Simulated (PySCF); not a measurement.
Field gradients from PBE0/pcSseg-1 densities (PySCF, non-relativistic) at GFN2-xTB geometries, isolated species, one conformer each; χzz is the principal value of largest magnitude, with Q(14N) = 0.02044 b. GFN2-xTB bond lengths can be off by several hundredths of an ångström, more for odd bonds, and the gradients follow them. The basis is small and wasn't made for field gradients, so the couplings can be 20 % off.

(1) These 14N couplings (χzz in MHz, η) are listed in rising order: (-5.540, 0.01); (-5.308, 0.06); (-5.018, 0.37); (-4.726, 0.09); (-2.691, 0.45); (3.905, 0.49). Assign them to: N9 (pyridine-type nitrogen) in `[CH3:1][CH2:2][CH2:3][n:4]1[cH:5][c:6]([C:7]#[N:8])[n:9][n:10]1`; the nitrile nitrogen of `C=C(C#N)C(C)=C=O`; the cyano nitrogen of `N#C[Si]1(C(F)(F)F)[SiH2]C[SiH2]1`; N3 (pyrrole-type nitrogen) in `[CH3:1][CH2:2][n:3]1[n:4][n:5][c:6]([CH3:7])[c:8]1[C:9]#[N:10]`; the nitrogen bonded to C and P of `CN=P1(C)CCOCC1`; the silicon-bound nitrogen of `CN[SiH2]C/C(C)=C\SC`.

## Answers

(1) -5.540 MHz, η 0.01: the cyano nitrogen of `N#C[Si]1(C(F)(F)F)[SiH2]C[SiH2]1`; -5.308 MHz, η 0.06: N9 (pyridine-type nitrogen) in `[CH3:1][CH2:2][CH2:3][n:4]1[cH:5][c:6]([C:7]#[N:8])[n:9][n:10]1`; -5.018 MHz, η 0.37: the silicon-bound nitrogen of `CN[SiH2]C/C(C)=C\SC`; -4.726 MHz, η 0.09: the nitrile nitrogen of `C=C(C#N)C(C)=C=O`; -2.691 MHz, η 0.45: N3 (pyrrole-type nitrogen) in `[CH3:1][CH2:2][n:3]1[n:4][n:5][c:6]([CH3:7])[c:8]1[C:9]#[N:10]`; 3.905 MHz, η 0.49: the nitrogen bonded to C and P of `CN=P1(C)CCOCC1`.

All sites together:

| nucleus | site | Vzz (au) | η | χzz (MHz) |
| --- | --- | --- | --- | --- |
| 14N | N9 (pyridine-type nitrogen) in [CH3:1][CH2:2][CH2:3][n:4]1[cH:5][c:6]([C:7]#[N:8])[n:9][n:10]1 | -1.105 | 0.06 | -5.308 |
| 14N | the nitrile nitrogen of C=C(C#N)C(C)=C=O | -0.984 | 0.09 | -4.726 |
| 14N | the cyano nitrogen of N#C[Si]1(C(F)(F)F)[SiH2]C[SiH2]1 | -1.154 | 0.01 | -5.540 |
| 14N | N3 (pyrrole-type nitrogen) in [CH3:1][CH2:2][n:3]1[n:4][n:5][c:6]([CH3:7])[c:8]1[C:9]#[N:10] | -0.560 | 0.45 | -2.691 |
| 14N | the nitrogen bonded to C and P of CN=P1(C)CCOCC1 | 0.813 | 0.49 | 3.905 |
| 14N | the silicon-bound nitrogen of CN[SiH2]C/C(C)=C\SC | -1.045 | 0.37 | -5.018 |
